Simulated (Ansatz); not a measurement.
```yaml
crystal:
  periodic: [false, false, false]
  atoms:
    - {symbol: Eu, position_ang: [-0.076446, -0.007430, 0.017243]}
    - {symbol: O, position_ang: [0.133236, 0.250475, 2.641160]}
    - {symbol: H, position_ang: [0.164496, 0.959619, 3.014409]}
    - {symbol: H, position_ang: [0.326396, -0.541795, 2.940333]}
    - {symbol: O, position_ang: [-0.198158, -0.195199, -2.157174]}
    - {symbol: H, position_ang: [-0.248254, 0.479420, -3.034783]}
    - {symbol: H, position_ang: [-0.117117, -1.013587, -2.962293]}
    - {symbol: O, position_ang: [2.235662, 0.225384, -0.114961]}
    - {symbol: H, position_ang: [2.953632, 0.332738, 0.670402]}
    - {symbol: H, position_ang: [2.956918, 0.153210, -0.989053]}
    - {symbol: O, position_ang: [-2.364794, -0.160326, 0.171580]}
    - {symbol: H, position_ang: [-2.752687, -0.184046, 1.147408]}
    - {symbol: H, position_ang: [-3.012230, -0.237800, -0.518831]}
    - {symbol: O, position_ang: [-0.144576, 2.444813, -0.089554]}
    - {symbol: H, position_ang: [-0.906416, 2.790695, -0.280495]}
    - {symbol: H, position_ang: [0.498207, 3.168118, -0.383106]}
    - {symbol: O, position_ang: [0.129359, -2.392394, 0.193987]}
    - {symbol: H, position_ang: [-0.481526, -2.884780, 0.194514]}
    - {symbol: H, position_ang: [1.008496, -2.833917, 0.235520]}
basis:
  gaussian: {orbitals: def2-TZVP}
total_charge: 3
magnetization: {spin_polarized: true, initial_magnetization: 6}
hamiltonian: {xc: {name: BLYP}}
scf: {lower_state_search: off}
output: {forces: true}
```

```sh
$ ansatz run in.yaml --threads 4 --pin off --events-out ev --progress --plain --max-ram 6963MiB
```

Output, abridged:

```
Functional definition: BLYP
basis functions trapped inside cores are left out: 1
2225 factors; their error is unknown
mean field evaluation 1: about -31695.9649 eV, gradient 1.7e2 eV
mean field evaluation 2: about -31182.1145 eV, gradient 4.0e2 eV
mean field evaluation 4: about -30959.2451 eV, gradient 6.8e2 eV
mean field evaluation 8: about -31781.6253 eV, gradient 8.7e0 eV
mean field evaluation 16: about -31781.8924 eV, gradient 5.2e-2 eV
mean field -31781.89239339 eV, -1167.9630029168 hartree, gradient 8.2e-6 eV, S^2 12.120537; 0 other end points of the search recorded, 0 dependent functions left out
reference -31781.89285781 eV, -1167.9630199838 hartree; 49, 43 occupied and 301, 307 virtual orbitals, 2225 factors
Total energy: -31781.89285781 eV, -1167.9630199838 hartree
Atom 0 at    -0.076446    -0.007430     0.017243 Å, force     0.560441     0.619649     1.832634 eV/Å
Atom 1 at     0.133236     0.250475     2.641160 Å, force    -2.729002    -7.308834   -12.464164 eV/Å
Atom 2 at     0.164496     0.959619     3.014409 Å, force     0.953090    12.844016     8.264558 eV/Å
Atom 3 at     0.326396    -0.541795     2.940333 Å, force     1.765101    -5.728388     3.970347 eV/Å
Atom 4 at    -0.198158    -0.195199    -2.157174 Å, force     0.180074    -0.947631    -8.411160 eV/Å
Atom 5 at    -0.248254     0.479420    -3.034783 Å, force     0.002867    -0.980063     3.132207 eV/Å
Atom 6 at    -0.117117    -1.013587    -2.962293 Å, force    -0.289147     1.811399     3.385002 eV/Å
Atom 7 at     2.235662     0.225384    -0.114961 Å, force     5.234752    -0.181268    -1.010628 eV/Å
Atom 8 at     2.953632     0.332738     0.670402 Å, force    -1.900867    -0.150838    -1.870661 eV/Å
Atom 9 at     2.956918     0.153210    -0.989053 Å, force    -2.610119     0.324266     2.916016 eV/Å
Atom 10 at    -2.364794    -0.160326     0.171580 Å, force     0.634617     0.176053     3.442367 eV/Å
Atom 11 at    -2.752687    -0.184046     1.147408 Å, force     0.037031    -0.023599    -2.564358 eV/Å
Atom 12 at    -3.012230    -0.237800    -0.518831 Å, force    -1.691735    -0.212579    -0.652431 eV/Å
Atom 13 at    -0.144576     2.444813    -0.089554 Å, force     8.068613    -2.525507     1.059520 eV/Å
Atom 14 at    -0.906416     2.790695    -0.280495 Å, force    -7.950212     3.560844    -1.658829 eV/Å
Atom 15 at     0.498207     3.168118    -0.383106 Å, force    -0.311992    -0.896183     0.540233 eV/Å
Atom 16 at     0.129359    -2.392394     0.193987 Å, force    14.443522    12.035315    -0.051624 eV/Å
Atom 17 at    -0.481526    -2.884780     0.194514 Å, force   -13.872333   -12.019696     0.106118 eV/Å
Atom 18 at     1.008496    -2.833917     0.235520 Å, force    -0.524701    -0.396954     0.034854 eV/Å
Dipole moment:     0.282200    -0.048992    -0.627093 e Å
Checks for a lower state left out: stability, starts, cluster_reference, orbital_swaps, neighbouring_geometries, increment
```

Run time 16 s (4 threads of Arm Neoverse V2 on a shared host), peak host memory 0.79 GiB.

In the def2 sets Eu takes a core potential; there is no spin–orbit coupling. With an open 4f shell the SCF may have ended on a state above the lowest. The charge 3 septet is spin-contaminated (final ⟨S²⟩ up to 12.12, 12.00 for a pure state).

The dipole of an ion depends on the origin.
